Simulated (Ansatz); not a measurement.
Input for Ansatz (a quantum-chemistry and plane-wave program): R-SVWN5/def2-TZVPP on Cl2H4Si2 (SMILES [SiH3][SiH](Cl)Cl).

Ansatz 0.2 input:
```yaml
crystal:
  periodic: [false, false, false]
  atoms:
    - {symbol: Si, position_ang: [-1.23632737, -0.01998414, -0.07089297]}
    - {symbol: Si, position_ang: [1.08534529, -0.02431204, 0.20932002]}
    - {symbol: Cl, position_ang: [1.81688669, 1.86550184, -0.19151834]}
    - {symbol: Cl, position_ang: [1.92208170, -1.37237948, -1.11348966]}
    - {symbol: H, position_ang: [-1.76454808, -1.37577615, 0.20683821]}
    - {symbol: H, position_ang: [-1.53920246, 0.36649392, -1.46670474]}
    - {symbol: H, position_ang: [-1.84009280, 0.95360298, 0.86821000]}
    - {symbol: H, position_ang: [1.55585701, -0.39314691, 1.55823749]}
basis:
  gaussian:
    orbitals: def2-TZVPP
hamiltonian:
  xc: {name: SVWN5}
scf: {lower_state_search: off}
```

The head of its log:

```
WARN ansatz: RAYON_NUM_THREADS=6 ignored (pool sized by the plan → 6); use --threads N
Functional definition: SVWN5
these checks for a lower state are left out or cut short: stability, starts, cluster_reference, orbital_swaps, neighbouring_geometries, increment
integrals: 0.19 GiB planned
1400 factors; their error is unknown
mean field: 1.07 GiB planned
mean field evaluation 1: about -40723.7260 eV, gradient 2.2e1 eV
mean field evaluation 2: about -40724.1629 eV, gradient 2.2e1 eV
```

Question: What total energy does the run end on?

Answer: -1496.6281 hartree.
